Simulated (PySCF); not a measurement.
# Correlation energy of I²⁺ (iodine, charge +2)

[Kr] 4d10 5s2 5p3, high-spin 4S determinant. Computed with PySCF 2.14 in aug-cc-pVQZ-DK3 (9s8p6d3f2g, 102 functions), with the spin-free X2C one-electron Hamiltonian (Gaussian nucleus). Frozen: [Kr] 4d10; 5 electrons correlated.

| level | correlation energy (mhartree) |
| --- | --- |
| CCSD | -82.36 |
| (T) | -2.43 |
| CCSD(T) | -84.79 |

Diagnostics: T1 = 0.0021, D1 = 0.0046, largest double amplitude 0.043.

Cost of the coupled-cluster step: of the order of 24 core-seconds, for 5 correlated electrons.

Iterations:

```
CC2 = 0
CCSD nocc = (np.int64(4), np.int64(1)), nmo = (79, 79)
frozen orbitals [[0, 1, 2, 3, 4, 5, 6, 7, 8, 9, 10, 11, 12, 13, 14, 15, 16, 17, 18, 19, 20, 21, 22], [0, 1, 2, 3, 4, 5, 6, 7, 8, 9, 10, 11, 12, 13, 14, 15, 16, 17, 18, 19, 20, 21, 22]]
max_cycle = 100
direct = 0
conv_tol = 1e-08
conv_tol_normt = 1e-06
diis_space = 8
diis_start_cycle = 0
Init t2, MP2 energy = -0.0709680210634166
Init E_corr(UCCSD) = -0.0709680210644737
cycle = 1  E_corr(UCCSD) = -0.0801045255937264  dE = -0.00913650453  norm(t1,t2) = 0.029573
cycle = 2  E_corr(UCCSD) = -0.081775601607779  dE = -0.00167107601  norm(t1,t2) = 0.00785143
cycle = 3  E_corr(UCCSD) = -0.0823715260515457  dE = -0.000595924444  norm(t1,t2) = 0.00261989
cycle = 4  E_corr(UCCSD) = -0.0823609447472678  dE = 1.05813043e-05  norm(t1,t2) = 0.000302321
cycle = 5  E_corr(UCCSD) = -0.0823602132214428  dE = 7.31525825e-07  norm(t1,t2) = 2.98066e-05
cycle = 6  E_corr(UCCSD) = -0.0823602594742741  dE = -4.62528313e-08  norm(t1,t2) = 3.66537e-06
cycle = 7  E_corr(UCCSD) = -0.0823602587466635  dE = 7.27610611e-10  norm(t1,t2) = 8.25067e-07
UCCSD converged
E(UCCSD) = -7111.464103775351  E_corr = -0.08236025874666351
UCCSD(T) correction = -0.00242781422624788
```
